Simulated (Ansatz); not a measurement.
Cost and result for the atomization energy of `FC(F)COC(F)(F)C(F)F` (15 atoms, 14 bonds).

```xyz
15

F     0.563    2.628    0.994
C     0.010    2.359   -0.209
F    -0.882    3.340   -0.486
C    -0.732    1.048   -0.165
O     0.250    0.032   -0.015
C    -0.212   -1.224    0.120
F    -0.970   -1.359    1.234
F    -0.996   -1.587   -0.914
C     0.992   -2.167    0.235
F     1.710   -2.111   -0.899
F     0.549   -3.424    0.402
H     0.804    2.376   -0.963
H    -1.425    1.056    0.681
H    -1.285    0.916   -1.098
H     1.623   -1.883    1.083
```

Total charge 0; spin multiplicity 1. The structure was optimised at the PBE0-D4/def2-TZVP level. It is one conformer, not always the lowest. Program: Ansatz. All runs use 4 threads of an AMD EPYC 7R13 on a shared host and a share of an NVIDIA H100 80 GB. Times are those of one run each, without the atoms' runs, and a repeat can differ threefold. Electronic energies, without spin–orbit coupling; frozen cores. CCSD(T)/CBS adds CCSD(T) − MP2 in def2-TZVPP to the MP2 limit, and its time is that of the two runs behind it. T1 = 0.012. B3LYP takes the VWN-RPA correlation (the form of Gaussian; ORCA's B3LYP/G).

CCSD(T)/CBS is a level of theory with its own doubt, some kJ/mol a heavy atom from the limit and from the frozen cores, so smaller differences don't rank the functionals.

```
                            level  functions  wall time
              BHLYP-D4/def2-TZVPP        397      4.9 s
  PBE-D4/def2-TZVPP (with forces)        397        6 s
          CAM-B3LYP-D4/def2-TZVPP        397        6 s
             revPBE-D4/def2-TZVPP        397        7 s
                   MP2/def2-QZVPP        747        7 s
                 CCSD(T)/def2-SVP        174      8.5 s
                B97M-V/def2-TZVPP        397      8.5 s
              PBE-QIDH/def2-TZVPP        397      8.5 s
               ωB97X-V/def2-TZVPP        397        9 s
                B2PLYP/def2-TZVPP        397        9 s
B3LYP-D4/def2-TZVPP (with forces)        397       13 s
               CCSD(T)/def2-TZVPP        397       30 s
                CCSD(T)/CBS(def2)          –       37 s
```

Task: What atomization energy does each give, and how far from CCSD(T)/CBS? (Best estimate.)

Result: Ansatz gave: 
```
                            level  atomization (kJ/mol)  difference from CCSD(T)/CBS  per bond
              BHLYP-D4/def2-TZVPP                5802.4                       -343.0     -24.5
  PBE-D4/def2-TZVPP (with forces)                6423.6                        278.2      19.9
          CAM-B3LYP-D4/def2-TZVPP                6197.4                         52.0       3.7
             revPBE-D4/def2-TZVPP                6175.3                         29.9       2.1
                   MP2/def2-QZVPP                6325.7                        180.3      12.9
                 CCSD(T)/def2-SVP                5860.1                       -285.3     -20.4
                B97M-V/def2-TZVPP                6142.5                         -2.9      -0.2
              PBE-QIDH/def2-TZVPP                6116.3                        -29.1      -2.1
               ωB97X-V/def2-TZVPP                6180.8                         35.4       2.5
                B2PLYP/def2-TZVPP                6070.8                        -74.6      -5.3
B3LYP-D4/def2-TZVPP (with forces)                6108.0                        -37.4      -2.7
               CCSD(T)/def2-TZVPP                5973.6                       -171.8     -12.3
                CCSD(T)/CBS(def2)                6145.4                          0.0       0.0
```

At CCSD(T), def2-SVP lies −285.3 kJ/mol from the extrapolated value and def2-TZVPP −171.8 kJ/mol: correlation converges slowly with the basis, and small sets miss more of it in the bonded molecule than in its fragments. Leaving LDA and LC-ωPBE aside and taking each functional with its dispersion term where it has one, the values spread over 621.1 kJ/mol, from BHLYP-D4 to PBE-D4. LDA lies +1057.2 kJ/mol from PBE without D4, its usual overbinding. From BLYP to BHLYP (50 % exact exchange), in def2-TZVPP and without D4, the atomization energy moves by −333.0 kJ/mol: exact exchange takes away binding that semilocal exchange gives to molecules.
